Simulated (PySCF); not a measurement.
Compound: C7H13NOSi.
Structure used (GFN2-xTB), in Å, numbered top down from 1:
```xyz
23
C7H13NOSi angstrom
C     -2.337    1.346    0.823
C     -2.119   -0.143    0.575
Si    -1.192   -0.507   -1.053
C     -0.812   -2.364   -1.184
C      0.405    0.497   -1.124
C      1.411    0.436   -0.237
C      1.339   -0.446    0.873
N      1.288   -1.157    1.772
O      2.522    1.217   -0.382
C      3.535    1.089    0.591
H     -1.385    1.869    0.872
H     -2.864    1.510    1.761
H     -2.923    1.787    0.020
H     -3.088   -0.645    0.561
H     -1.566   -0.565    1.415
H     -1.989   -0.060   -2.208
H     -0.236   -2.710   -0.331
H     -0.243   -2.585   -2.081
H     -1.727   -2.948   -1.222
H      0.547    1.197   -1.935
H      4.321    1.781    0.293
H      3.171    1.357    1.588
H      3.936    0.071    0.622
```

Mayer bond orders were computed from the PBE0/pcSseg-1 density (PySCF). One conformer (not necessarily the lowest) at the GFN2-xTB geometry, without solvent, vibrations or thermal averaging.

Problem. The orders 0.83, 0.99, 1.05, 1.77, 2.92 belong to the bonds C1–C2, Si3–C4, Si3–C5, C5–C6, C7–N8, in another order. Match them.

Solution. Si3–C5 0.83; Si3–C4 0.99; C1–C2 1.05; C5–C6 1.77; C7–N8 2.92.

Problem. Set the orders of all bonds between heavy atoms beside their lengths and the difference of the Mulliken charges at their ends.

Solution. 
```json
{"bond": "C7–N8", "Mayer order": "2.918", "length (Å)": "1.148", "q(first) − q(second) (e)": "+0.246"}
{"bond": "C5–C6", "Mayer order": "1.772", "length (Å)": "1.342", "q(first) − q(second) (e)": "-0.706"}
{"bond": "C1–C2", "Mayer order": "1.054", "length (Å)": "1.525", "q(first) − q(second) (e)": "+0.292"}
{"bond": "C6–O9", "Mayer order": "1.032", "length (Å)": "1.366", "q(first) − q(second) (e)": "+0.737"}
{"bond": "C6–C7", "Mayer order": "0.991", "length (Å)": "1.419", "q(first) − q(second) (e)": "+0.262"}
{"bond": "Si3–C4", "Mayer order": "0.988", "length (Å)": "1.900", "q(first) − q(second) (e)": "+1.482"}
{"bond": "C2–Si3", "Mayer order": "0.933", "length (Å)": "1.908", "q(first) − q(second) (e)": "-1.439"}
{"bond": "O9–C10", "Mayer order": "0.889", "length (Å)": "1.409", "q(first) − q(second) (e)": "-0.422"}
{"bond": "Si3–C5", "Mayer order": "0.831", "length (Å)": "1.888", "q(first) − q(second) (e)": "+1.299"}
```

For a closed shell the Mayer order of atoms A and B is Σ (PS)μν (PS)νμ over the basis functions μ on A and ν on B, with P the density and S the overlap matrix.
